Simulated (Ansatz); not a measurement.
Two isomers of CH8FNOSi2: A = `CO[SiH2]N[SiH2]F`, B = `C[SiH](F)N[SiH2]O`.

Calculated with Ansatz (gas phase, PBE0-D4/def2-TZVP geometries, no zero-point term in ΔE). CBS: MP2 limit from def2 TZ/QZ plus the TZ coupled-cluster correction, frozen cores. Functionals use def2-TZVPP. B3LYP here is the variant with VWN-RPA as its local correlation; programs differ in this. Each species was taken in one conformer, which may not be the lowest.

(1) Which is lower in electronic energy at CCSD(T)/CBS, and by how much? (An estimate is asked.)

(2) Give E(B) − E(A) in kJ/mol with PBE-D4, B2PLYP, PBE0-D4, r2SCAN-D4, MP2/def2-TZVPP, CCSD/def2-TZVPP, B3LYP-D4. (An estimate is asked.)

Largest T1 diagnostic: 0.011.

Answers

(1) Computed: B, by 111.7 kJ/mol.

(2) Computed: PBE-D4 -110.5, B2PLYP -105.0, PBE0-D4 -112.0, r2SCAN-D4 -113.7, MP2/def2-TZVPP -114.8, CCSD/def2-TZVPP -107.0, B3LYP-D4 -105.7. None reverses the order clearly.

The D4 term adds −5.6 kJ/mol with B3LYP and −3.1 kJ/mol with PBE0; it sums over pairs of atoms, weighted by their polarisabilities, and B3LYP, whose exchange is more repulsive, gets the larger term. In def2-TZVPP, CCSD(T) changes the Hartree–Fock value by −16.6 kJ/mol (the triples alone add −1.5 kJ/mol) and MP2 by −23.0 kJ/mol.
